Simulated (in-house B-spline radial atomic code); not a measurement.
Configurations of neutral platinum, with energies counted from [Xe] 4f14 (5d3/2)4 (5d5/2)5 6s1. Computed with a radial B-spline atomic code at the basis-set limit: Dirac-Hartree-Fock, average of each configuration as written, Fermi nucleus of rms radius 5.427 fm. Energies include first-order Breit, QED and recoil terms.

Occupations are held fixed; configurations that lie above the ionisation limit could autoionise.

```tsv
configuration	E - E(ref) (eV)	highest orbital	its <r> (bohr)
[Xe] 4f14 (5d3/2)3 (5d5/2)6 6s1	1.1618	6s1/2	3.134
[Xe] 4f14 (5d3/2)4 (5d5/2)4 6s1 (7g9/2)1	8.3502	7g9/2	63.5
```

Problem. Order these further configurations by energy, lowest first.
A. [Xe] 4f14 (5d3/2)4 (5d5/2)5 (5f5/2)1
B. [Xe] 4f14 (5d3/2)3 (5d5/2)6 (6g9/2)1
C. [Kr] 4d10 4f14 5s2 (5p1/2)1 (5p3/2)4 (5d3/2)4 (5d5/2)5 6s2

Solution. A (6.5861 eV), B (8.2547 eV), C (68.314 eV).
